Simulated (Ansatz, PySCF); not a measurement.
Molecule: sum formula GaO2H2 (charge 0, doublet). It need not be the lowest isomer of its formula. 
Geometry from a B3LYP-D3(BJ)/def2-TZVP (Ansatz, a program for electronic structure) optimisation:
```
Ga
O 1 1.8122
H 2 0.9632 1 114.15
O 1 1.8122 2 112.82 3 -180.00
H 4 0.9632 1 114.15 2 -180.00
```
Charge 0, spin multiplicity 2.

Property: vertical ionisation energy (to the singlet state of charge +1; each state is the SCF solution reached for its spin; for the singlet the Hartree-Fock reference is unstable and T1 is 0.022), in eV. Cores are frozen in the correlated levels unless marked. Open shells are spin-unrestricted. No spin-orbit coupling. The frozen core is the preceding noble-gas configuration, with the filled d and f shells of earlier blocks. No relativistic terms. Basis-set limits of correlation are two-point, X^-3; Hartree-Fock from the larger set. [CCSD(T)-MP2]/basis is that difference in the basis named.

```csv
level,program,vertical ionisation energy (eV)
SVWN5/def2-TZVPD,Ansatz,___
PBE/def2-TZVPD,Ansatz,8.63
r2SCAN/def2-TZVPD,Ansatz,8.85
B3LYP/def2-TZVPD,Ansatz,___
BHLYP/def2-TZVPD,Ansatz,___
M06-2X/def2-TZVPD,PySCF,___
CAM-B3LYP/def2-TZVPD,Ansatz,9.03
wB97M-V/def2-TZVPD,Ansatz,8.84
B2PLYP/def2-TZVPD,Ansatz,8.66
SCS-MP2/aug-cc-pVDZ,Ansatz,8.45
SCS-MP2/aug-cc-pVTZ,Ansatz,8.46
CCSD/aug-cc-pVDZ,Ansatz,8.63
"RI-MP2/CBS(aug-cc-pVTZ,aug-cc-pVQZ)+[CCSD(T)-MP2]/aug-cc-pVTZ",Ansatz,8.62
```

Task: Fill in the missing entries.

Result: 
- SVWN5/def2-TZVPD, vertical ionisation energy (eV): 8.82
- B3LYP/def2-TZVPD, vertical ionisation energy (eV): 8.88
- BHLYP/def2-TZVPD, vertical ionisation energy (eV): 8.97
- M06-2X/def2-TZVPD, vertical ionisation energy (eV): 8.94
